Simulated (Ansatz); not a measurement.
`CB/C=C/Cl` → B• + 3 C• + Cl• + 6 H•  (atomization)

Computed with Ansatz on PBE0-D4/def2-TZVP structures; ΔE is electronic, products minus reactants. CCSD(T)/CBS adds triple-zeta CCSD(T) − MP2 to the extrapolated MP2 energy (def2 sets, frozen cores). This one scheme is used for every species, atoms too. Functionals use def2-TZVPP. B3LYP here is the variant with VWN-RPA as its local correlation; programs differ in this. No spin–orbit coupling; open shells (•) take unrestricted orbitals. Spin–orbit coupling would lower the free atoms: a little for B, C, Cl. Each species was taken in one conformer, which may not be the lowest.

| level | ΔE (kJ/mol) | difference from CCSD(T)/CBS |
| --- | --- | --- |
| PBE-D4 | 4414.0 | 130.2 |
| B3LYP-D4 | 4311.2 | 27.4 |
| ωB97X-V | 4300.6 | 16.8 |
| B2PLYP | 4267.1 | -16.7 |
| PBE | 4393.3 | 109.5 |
| r2SCAN | 4329.3 | 45.5 |
| B3LYP | 4278.0 | -5.8 |
| MP2/def2-TZVPP | 4266.7 | -17.1 |
| CCSD/def2-TZVPP | 4126.2 | -157.6 |
| HF/def2-QZVPP | 3260.9 | -1022.9 |
| CCSD(T)/CBS | 4283.8 | 0 |

Largest T1 diagnostic among the species: 0.014.

The D4 term adds +33.2 kJ/mol with B3LYP and +17.4 kJ/mol with PBE0; it sums over pairs of atoms, weighted by their polarisabilities, and B3LYP, whose exchange is more repulsive, gets the larger term. From PBE to PBE0 (25 % exact exchange), in def2-TZVPP and without D4, ΔE moves by −61.7 kJ/mol: exact exchange takes away binding that semilocal exchange gives to molecules.

For atomizations the MP2-based limit and the directly extrapolated one differ by several kJ/mol either way, and by 10 to 25 for some Ge, Se and Sn compounds, so smaller differences from it don't rank the levels.
